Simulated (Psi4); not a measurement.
Cl₂Mg, triplet, geometry from GFN2-xTB (such geometries of metal compounds can be far from the true shape) (a higher spin typed on purpose: for a closed-shell molecule this is an excited state). Base run: Psi4 with HF/6-31G**.

Psi4 was given this input:
```
memory 2 GB

molecule mol {
0 3
  Mg    0.000000    0.000000    0.000000
  Cl    0.000000    0.000000    2.375158
  Cl   -0.000000   -0.000000   -2.375158
}

set basis 6-31g**
set reference uhf

energy('scf')
print_variables()
```

Variants of this job, named by their change:

| change | ΔE vs base (mEh) | point group used | SCF cycles |
|---|---|---|---|
| base | 0.000 | d2h | 8 |
| symmetry = c2h | 0.000 | c2h | 8 |
| jitter_ang = 0.002 | -0.194 | cs | 13 |
| molecule keys = symmetry c1 | 0.000 | c1 | 8 |
| symmetry = c2v | 0.000 | c2v | 8 |
| molecule keys = no_reorient | 0.000 | d2h | 8 |
| molecule keys = symmetry c1, no_reorient, no_com | 0.000 | c1 | 8 |

Open shells are given as the SCF converged; they aren't shown to be the lowest states, and a large step between rows can be another state.
